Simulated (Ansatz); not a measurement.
`CN[SiH2][AsH2]` + `C[SeH]` → `C[Se][AsH2]` + `CN[SiH3]` at 700 K and 1 bar (cleavage of the As–Si bond).

Gas-phase electronic energies from Ansatz, PBE0-D4/def2-TZVP geometries. CCSD(T)/CBS is the MP2 limit (def2-TZVPP, def2-QZVPP) plus CCSD(T) − MP2 in def2-TZVPP, frozen cores. For As, Se outer-core shells are correlated without core-valence functions, which leaves a few kJ/mol of doubt a bond. Scalar relativity is left out up to krypton. One conformer a species, not always the lowest.

```
         species  CCSD(T)/CBS energy (Eh)  H − E (kJ/mol)  S (J/(mol·K))
`CN[SiH2][AsH2]`              -2621.67009           314.8          495.6
        `C[SeH]`              -2441.15625           157.6          325.3
   `C[Se][AsH2]`              -4676.77761           201.4          426.5
      `CN[SiH3]`               -386.04948           271.2          396.1
```

H − E and S are ideal-gas, rigid-rotor, harmonic terms from PBE0-D4/def2-TZVP, for one conformer and one mirror image of each species. 1 Eh = 2625.50 kJ/mol, R = 8.31446 J/(mol·K).

Question: By hand: ΔE, ΔH, ΔS and ΔG.

Answer: ΔE = (-4676.77761) + (-386.04948) − (-2621.67009) − (-2441.15625) = -0.00075 Eh = -2.0 kJ/mol. Δ(H − E) = 201.4 + 271.2 − 314.8 − 157.6 = 0.2, so ΔH = -1.8 kJ/mol. ΔS = 426.5 + 396.1 − 495.6 − 325.3 = 1.7 J/(mol·K). ΔG = -1.8 − 700 × (1.7)/1000 = -3.0 kJ/mol.

Question: By hand: the equilibrium constant, and the temperature at which ΔG would vanish if ΔH and ΔS stayed fixed.

Answer: log₁₀ K = −ΔG/(RT ln 10) = 0.2. ΔH and −TΔS have one sign here, so there is no such temperature. One of them is within its doubt of zero, so this could turn.

TΔS isn't small against ΔH here. The sign of ΔG lies within the doubt. A doubt of 5 kJ/mol in ΔE shifts log₁₀ K by 0.4 here. Other conformers and mirror images would add mixing entropy, several J/(mol·K) or more a flexible species. These are equilibria of isolated gas molecules and say nothing of rates. Largest T1 diagnostic: 0.011 (customary marks: 0.02 for closed shells, 0.045 for open ones).
